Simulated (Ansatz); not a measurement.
C15H10F6S2, SMILES C[C@]12SC=CC1=C1C(=C3C=CS[C@@]32C)C(F)(F)C(F)(F)C1(F)F. Atoms are numbered in the order given.

```xyz
33

C     -1.9603    -1.4930     0.9833
C     -1.6464    -0.9139    -0.4128
S     -2.7052    -1.8372    -1.6508
C     -1.3493    -2.8616    -2.0741
C     -0.1427    -2.4958    -1.5658
C     -0.2014    -1.3019    -0.7693
C      0.7878    -0.5163    -0.2670
C      0.4957     0.7163     0.4426
C     -0.7515     1.2581     0.4445
C     -1.2862     2.3756     1.1692
C     -2.6398     2.4737     1.0843
S     -3.4415     1.2500     0.1234
C     -1.7900     0.6146    -0.4892
C     -1.5727     1.1848    -1.9066
C      1.7456     1.2505     1.0792
F      2.2461     2.3219     0.4064
F      1.5837     1.6385     2.3676
C      2.7529     0.0656     0.9656
F      2.6231    -0.7224     2.0550
F      4.0251     0.4697     0.8697
C      2.2706    -0.7338    -0.2819
F      2.6452    -2.0315    -0.2178
F      2.8573    -0.2010    -1.3904
H     -1.3014    -1.0393     1.7379
H     -1.7854    -2.5770     0.9756
H     -3.0032    -1.3000     1.2646
H     -1.5301    -3.7228    -2.7195
H      0.7876    -3.0227    -1.7762
H     -0.6689     3.0438     1.7695
H     -3.2514     3.2352     1.5709
H     -2.3286     0.8040    -2.6050
H     -0.5762     0.9045    -2.2782
H     -1.6355     2.2806    -1.8723
```

Geometry: B3LYP-D3(BJ)/def2-SVP. One conformer was computed; it need not be the lowest.

Two levels are set side by side: PBE-D3(BJ)/def2-SVP (Ansatz, an electronic-structure program) and B3LYP-D3(BJ)/def2-SVP (Ansatz). Each level has its own optimised geometry; the coordinates shown are those of the second. Differences are taken from unrounded values.

| quantity | B3LYP-D3(BJ) | PBE-D3(BJ) | PBE-D3(BJ) minus B3LYP-D3(BJ) |
|---|---|---|---|
| mean bond length (Å) | 1.386 | 1.392 | 0.006 |
| bond C1–C2 (Å) | 1.544 | 1.546 | 0.002 |
| bond C2–S3 (Å) | 1.872 | 1.877 | 0.004 |
| bond C2–C6 (Å) | 1.538 | 1.541 | 0.002 |
| bond C2–C13 (Å) | 1.537 | 1.538 | 0.001 |
| bond S3–C4 (Å) | 1.751 | 1.748 | -0.004 |
| bond C4–C5 (Å) | 1.359 | 1.373 | 0.013 |
| bond C5–C6 (Å) | 1.436 | 1.432 | -0.004 |
| bond C6–C7 (Å) | 1.359 | 1.374 | 0.014 |
| bond C7–C8 (Å) | 1.452 | 1.449 | -0.002 |
| bond C7–C21 (Å) | 1.499 | 1.501 | 0.002 |
| bond C8–C9 (Å) | 1.360 | 1.374 | 0.015 |
| bond C8–C15 (Å) | 1.501 | 1.503 | 0.002 |
| bond C9–C10 (Å) | 1.435 | 1.431 | -0.004 |
| bond C9–C13 (Å) | 1.538 | 1.540 | 0.002 |
| bond C10–C11 (Å) | 1.360 | 1.373 | 0.013 |
| bond C11–S12 (Å) | 1.750 | 1.747 | -0.004 |

Exact exchange shortens and stiffens bonds; PBE has none. Differences between two approximate levels are no errors against the true value.
